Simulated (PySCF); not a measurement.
**Structure from 2D NMR**

Compound of formula C5H6F2OSi. Correlations simulated from computed shifts and the bond graph:

HSQC (one-bond C–H):
| δH | δC |
| --- | --- |
| 2.17 | 16.5 |
| 2.14 | 26.0 |
| 2.04 | 16.5 |
| 1.21 | 26.0 |

COSY cross peaks (H two or three bonds apart, from the bond graph; peaks can be absent where the dihedral angle is near 90°):
| δH | δH |
| --- | --- |
| 3.99 | 3.97 |
| 3.99 | 2.17 |
| 3.99 | 2.04 |
| 3.97 | 2.17 |
| 3.97 | 2.04 |
| 2.17 | 2.04 |
| 2.14 | 1.21 |

HMBC (two and three bonds, from the bond graph):
| δH | δC |
| --- | --- |
| 3.99 | 234.2, 93.6, 89.1, 16.5 |
| 3.97 | 234.2, 93.6, 89.1, 16.5 |
| 2.17 | 234.2, 93.6, 89.1, 26.0 |
| 2.14 | 234.2, 93.6, 89.1, 16.5 |
| 2.04 | 234.2, 93.6, 89.1, 26.0 |
| 1.21 | 234.2, 93.6, 89.1, 16.5 |

Carbons without hydrogens: δ 234.2, 93.6, 89.1.

Theory: GFN2-xTB structure, shieldings: GIAO PBE0/pcSseg-1, in PySCF (in vacuum, non-relativistic, single conformer).

Chemical shifts δ = σref − σ; 1H (σ = 31.72 ppm), 13C (σ = 186.93 ppm) vs TMS, all at this level.

Exchangeable hydrogens are left out of these lists.

Question: Assemble the structure.

Answer: `InChI=1S/C5H6F2OSi/c6-4-1-5(4,7)3(8)9-2-4/h1-2,9H2/t4-,5+/m0/s1`.

Numbering as in the mapped SMILES `[O:1]=[C:2]1[SiH2:3][CH2:4][C@@:5]2([F:6])[CH2:7][C@@:8]12[F:9]`. Each H is labelled by its parent atom. Ha(Si3), Ha(C4), Ha(C7) are pro-R; Hb(Si3), Hb(C4), Hb(C7) are pro-S.

δC 234.2 is C2, a carbonyl carbon. δC 93.6 is C8, a three-membered-ring carbon. δC 89.1 is C5, a three-membered-ring carbon. δC 26.0 is C7, a three-membered-ring carbon (δH 2.14, 1.21). δC 16.5 is C4, an sp3 CH2 bonded to Si (δH 2.17, 2.04). HMBC from δH 3.99 reaches the proton-free carbons C2, C8, C5. HMBC from δH 3.97 reaches the proton-free carbons C2, C8, C5. HMBC from δH 2.17 reaches the proton-free carbons C2, C8, C5. HMBC from δH 2.14 reaches the proton-free carbons C2, C8, C5. COSY links 3.99–3.97, 3.99–2.17, 3.99–2.04, 3.97–2.17, 3.97–2.04, 2.17–2.04.

This is the structure that produced the data.

Shifts are as computed. Against solution values, carbons near 30 ppm lie about +3 ppm off and those near 130 ppm about +5 ppm. Of 1211 compounds with measured shifts, 218 miss one by over three times the rms of a fit or turn the order of signals round; such compounds aren't used in these exercises.
